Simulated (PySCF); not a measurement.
# Radial density of Al²⁺ (aluminium, charge +2)

TPSS, [Ne] 3s1, 2S determinant. Computed with PySCF 2.14 in x2c-SVPall, with the spin-free X2C one-electron Hamiltonian (Gaussian nucleus).

```csv
r (bohr),4πr²ρ (e/bohr),4πr²(ρα − ρβ)
0.00203,0.06967,0.0002
0.00341,0.1941,0.0005
0.00573,0.5266,0.0013
0.00964,1.346,0.0034
0.0162,3.125,0.0078
0.0273,6.585,0.0160
0.0459,11.42,0.0262
0.0771,14.64,0.0270
0.130,11.81,0.0049
0.218,8.419,0.0124
0.367,11.85,0.1029
0.617,10.48,0.0369
1.04,2.904,0.0954
1.75,0.6204,0.4866
2.94,0.3004,0.2987
4.94,0.006778,0.0067
```

Densities and radii are taken from the X2C orbitals without a picture-change correction, which distorts them close to the nucleus.
